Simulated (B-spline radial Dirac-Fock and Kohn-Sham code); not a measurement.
Tb²⁺: non-radiative channels of the 3d5/2 vacancy

System: terbium as Tb²⁺, 1s2 2s2 2p6 3s2 3p6 3d10 4s2 4p6 4d10 4f9 5s2 5p6, inside a Watson sphere of charge -2 and radius 2.7 Å (a model of the Madelung potential; inside it an electron's potential energy is raised by 10.7 eV).

These are calculated numbers from a radial atomic solver; the model is a relativistic independent-particle model: LDA orbitals of the hole state, radiative multipoles to third order, Auger rates from the Coulomb interaction with a continuum orbital, Dirac-Fock energies. Kinetic energies are configuration averages from the vacuum level; the two-hole energies are estimated from single-hole states.

```
transition  kinetic energy (eV)  width (meV)  share (%)
   M5-N1N5                653.5         80.4        7.3
   M5-N2N5                731.9         79.6        7.3
   M5-N3N5                768.3          127       11.6
   M5-N4N5                897.6          168       15.3
   M5-N5N5                904.1          191       17.5
   M5-N4N7               1050.8         36.1        3.3
   M5-N5N6               1056.1         62.3        5.7
   M5-N5N7               1057.6         95.2        8.7
   M5-N6N7               1208.3         67.8        6.2
   M5-N7N7               1209.2         46.5        4.2
```

The listed channels hold 87 % of the non-radiative rate. Summed by principal shells, of 1.09 eV in all: MNN 95.3 %, MNO 4.7 %.
